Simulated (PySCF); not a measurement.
HOSi, charge +1, multiplicity 1. Atoms are numbered in the order given.

```xyz
3

O      0.0000     0.0000     0.8973
Si     0.0000     0.0000    -0.6459
H      0.0000     0.0000     1.8646
```
Charge +1, spin multiplicity 1.

Coordinates come from a B3LYP-D3(BJ)/def2-TZVPD optimisation. The isomer is the one that the SMILES or the coordinates give; other isomers of the formula were not compared.

All values below come from TDA-CAM-B3LYP/def2-TZVPD (PySCF).

Vertical excitations; the highest root listed may be one member of a degenerate set. Gas-phase values at a fixed geometry. State labels are in the subgroup C2v.

```csv
state,symmetry,energy (eV),λ (nm),f,main pairs
S1,A2,7.55,164,0.000,"HOMO−1→LUMO 49 %, HOMO−2→LUMO+1 49 %"
S2,A1,7.71,161,0.000,"HOMO−2→LUMO, HOMO−1→LUMO+1 (degenerate set)"
S3,A2,7.71,161,0.000,"HOMO−2→LUMO+1, HOMO−1→LUMO (degenerate set)"
S4,B1,7.93,156,0.341,HOMO→LUMO (degenerate set)
S5,B2,7.93,156,0.341,HOMO→LUMO+1 (degenerate set)
S6,A1,9.62,129,0.001,"HOMO→LUMO+2 35 %, HOMO−1→LUMO+1 30 %, HOMO−2→LUMO 30 %"
S7,B1,10.84,114,0.101,HOMO−2→LUMO+2 (degenerate set)
S8,B2,10.84,114,0.101,HOMO−1→LUMO+2 (degenerate set)
S9,A1,11.05,112,1.149,"HOMO→LUMO+2 62 %, HOMO−1→LUMO+1 15 %, HOMO−2→LUMO 15 %"
S10,A1,12.24,101,0.063,HOMO→LUMO+3 91 %
T1,B1,4.75,261,0,HOMO→LUMO (degenerate set)
T2,B2,4.75,261,0,HOMO→LUMO+1 (degenerate set)
T3,A1,6.91,180,0,"HOMO−2→LUMO 48 %, HOMO−1→LUMO+1 48 %"
T4,A1,7.18,173,0,"HOMO−1→LUMO+1 49 %, HOMO−2→LUMO 49 %"
```
Triplets are in the Tamm–Dancoff approximation.
